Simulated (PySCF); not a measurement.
Be2O, SMILES [O]([Be])[Be] (connectivity only; charge and spin as stated), neutral, multiplicity 1. Heavy atoms are numbered as in [Be:1][O:2][Be:3].

Geometry optimised at B3LYP-D3(BJ)/def2-TZVPD. The geometry has at least one imaginary mode, so it is a saddle point at that level.

Computed with PBE0/pcSseg-2 (PySCF).

GIAO shieldings, no solvent; atoms alike by connectivity are averaged. δ = σ(ref) − σ: ¹⁷O against H2O (σ = 327.8 ppm), references at their B3LYP-D3(BJ)/def2-TZVP geometries, non-relativistic.

```csv
nucleus,atoms,count,δ (ppm)
¹⁷O,O2,1,30.8
```
